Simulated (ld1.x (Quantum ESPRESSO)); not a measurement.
**Scattering properties, ultrasoft potential for Cl**

ld1.x (Quantum ESPRESSO) 7.5 input, shortened:

```
&input
   title='Cl', zed=17., rel=0, dft='PZ', iswitch=3,
   config='[Ne] 3s2 3p5'
 /
 &inputp
   pseudotype=3, tm=.true., lloc=-1, rcloc=1.05,
   nlcc=.true., new_core_ps=.true.
 /
4
3S  1  0   2.00   0.00  0.95  1.25  0.0
3S  1  0   0.00   2.45  0.95  1.25  0.0
3P  2  1   5.00   0.00  1.35  1.75  0.0
3P  2  1   0.00  -0.20  1.35  1.75  0.0
 &test
   configts(1)='3s2 3p5'
 /
```

The phase is arctan(r·u′/u) with u = r·R(r), unwrapped; energies in Ry, scanned from -4 to 5 Ry. A pole is an energy at which the radial function vanishes at the test radius. The pseudo phase is shifted by a multiple of π to meet the all-electron one at the reference energy, and phase errors are pseudo minus all-electron; the curves can meet again beyond the range given. Levels narrower than the energy grid can be missing from the lists of poles.

| channel | radius (bohr) | reference energy (Ry) | poles, all-electron | poles, pseudo | unbroken range about the reference energy with phases within 0.05 rad | phase error 1 Ry above the reference energy (rad) |
| --- | --- | --- | --- | --- | --- | --- |
| s | 1.91 | -1.51 | 0.16 | 0.16 | the whole range | -0.000 |
| p | 1.91 | -0.64 | 1.41 | 1.41 | the whole range | +0.000 |

Phases in the s channel:

```tsv
E (Ry)	all-electron	pseudo
-4.00	1.175	1.175
-3.76	1.142	1.142
-3.52	1.101	1.101
-3.28	1.046	1.046
-3.04	0.971	0.971
-2.80	0.863	0.863
-2.56	0.698	0.697
-2.32	0.431	0.430
-2.08	0.019	0.018
-1.84	-0.469	-0.469
-1.60	-0.855	-0.855
-1.36	-1.100	-1.100
-1.12	-1.254	-1.254
-0.88	-1.356	-1.357
-0.64	-1.429	-1.429
-0.40	-1.483	-1.483
-0.16	-1.526	-1.526
0.08	-1.560	-1.560
0.32	-1.590	-1.590
0.56	-1.615	-1.615
0.80	-1.638	-1.639
1.04	-1.660	-1.660
1.28	-1.679	-1.680
1.52	-1.699	-1.699
1.76	-1.718	-1.718
2.00	-1.737	-1.737
2.24	-1.756	-1.756
2.48	-1.777	-1.777
2.72	-1.798	-1.798
2.96	-1.822	-1.822
3.20	-1.848	-1.847
3.44	-1.877	-1.876
3.68	-1.910	-1.909
3.92	-1.949	-1.948
4.16	-1.995	-1.994
4.40	-2.051	-2.050
4.64	-2.122	-2.120
4.88	-2.212	-2.210
```
